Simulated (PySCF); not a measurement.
# Exercise with solution: oscillator strength and radiative lifetime

Zn(Br)(OH) (BrHOZn), SMILES [OH][Zn][Br].

Geometry optimised at B3LYP-D3(BJ)/def2-TZVP. Other conformers were not sampled.

TDDFT-PBE0/def2-SVPD run with PySCF 2.14.0 puts the first singlet state with f over 0.02 at 5.65 eV (vertical), with the transition dipole (-0.393, 0.144, 0.000) in atomic units.

Task: Find the oscillator strength, the wavelength and the radiative lifetime that this transition would have in vacuum if emission retraced absorption.

Result: 
|μ|² = 0.1752 au, so |μ| = 1.06 D. ΔE = 5.65/27.211 = 0.2076 hartree. f = (2/3) ΔE |μ|² = 0.024 (the program prints 0.024).
λ = 1239.84/5.65 = 219 nm; ν = 45570 cm⁻¹.
Einstein's coefficient A = 0.6670 ν² f s⁻¹ (ν in cm⁻¹) = 3.4e7 s⁻¹, so τ = 1/A = 30 ns. This state is S2; the lower singlet has f = 0.000. The figure is the radiative limit of this one transition; relaxation, internal conversion, crossing to triplets and a medium change what is measured.
